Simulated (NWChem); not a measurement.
# CH$_{3}$IOZn; SMILES C[O][Zn][I]

```xyz
7

Zn     0.1337     0.8877     0.0006
I     -0.0330    -1.5361    -0.0001
O      0.4489     2.6472    -0.0011
C     -0.5568     3.6293    -0.0003
H     -1.2254     3.5923     0.8954
H     -0.0730     4.6333     0.0077
H     -1.2166     3.6018    -0.9029
```
Atoms are numbered in this order, from 1.

All runs: NWChem. Geometry: optimised at PBE-D3(BJ)/def2-SVP. def2 effective core potentials on I; no spin-orbit coupling. Ions are spin-unrestricted doublets at the neutral geometry; other ion states weren't tried.

```
level                                 vertical ionisation energy, ΔSCF (eV)  −ε(HOMO) (eV)  ΔSCF minus −ε(HOMO) (eV)
------------------------------------  -------------------------------------  -------------  ------------------------
B3LYP/def2-SVP                                                         9.21           7.02                      2.19
PBE/def2-SVP                                                           8.82           5.77                      3.05
M06-2X/def2-SVP                                                        9.74           8.71                      1.03
LDA (Slater exchange, VWN5)/def2-SVP                                   9.02           5.92                      3.10
Hartree-Fock/def2-SVP                                                  8.47          10.20                     -1.73
```
